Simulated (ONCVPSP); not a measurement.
What one change does to a pseudopotential (bromine, ONCV)

ONCVPSP 4.0.1 input, shortened (lines: element, Z, core and valence counts, functional; n l f; lmax; l rc ep ncon nbas qcut; lloc lpopt rc5 dvloc0; l nproj debl; icmod fcfact rcfact), LDA (Perdew-Zunger), scalar-relativistic:

```
  Br 35.00    3    5        3      upf
    1    0    2.00
    2    0    2.00
    2    1    6.00
    3    0    2.00
    3    1    6.00
    3    2   10.00
    4    0    2.00
    4    1    4.00
    2
    0    0.90    0.00    4    9   16.50
    1    1.00    0.00    4    8   15.10
    2    0.55    0.00    4    8   18.60
    2    5    0.55    0.00
    0    2    2.90
    1    2    2.10
    2    0    3.20
    3    2.25    1.30
```

Change: all radii but the core radius scaled by about 1.31 (s 1.18, p 1.30, d 0.72 bohr).

Cutoffs: the cutoffs (Ha) at which the residual kinetic energy of the hardest occupied pseudo-wave falls to 1 and 0.1 mHa per electron; they do not see the model core or the augmentation charge, which bear on the density cutoff. Errors are all-electron minus pseudo energies relative to the spin-unpolarised reference configuration.

Q: What does the change do?

A: The potential gets softer (733 Ha and 851 Ha → 164 Ha and 353 Ha); of the 4 tests that both files solve, the error grows in 4 and shrinks in 0 by more than 15 % and 0.3 meV (median size 3.7 → 6.4 meV); neither file shows a bound ghost. A larger radius leaves more room for a smooth pseudo-wave, so fewer plane waves are needed. More of the atom is replaced by a form fitted at one configuration, so other configurations suffer.

```csv
quantity,base,changed
"cutoff, loose",733 Ha,164 Ha
"cutoff, tight",851 Ha,353 Ha
loose cutoff by channel,"s 87 Ha, p 76 Ha, d 733 Ha","s 74 Ha, p 62 Ha, d 164 Ha"
bound ghosts,none,none
GHOST(+) flags under 300 eV,none,none
"error for 3s2 3p6 3d10 4s2 4p5, meV [ΔE -12.71 eV]",+1.0,+2.1
"error for 3s2 3p6 3d10 4s2 4p3, meV [ΔE 22.94 eV]",-2.1,-3.7
"error for 3s2 3p6 3d10 4s2 4p2, meV [ΔE 57.16 eV]",-5.3,-9.1
"error for 3s2 3p6 3d9 4s2 4p5, meV [ΔE 66.03 eV]",+8.2,+22
"rms error of d²Exc/dni dnj with the model core, mHa",1.98,1.87
```
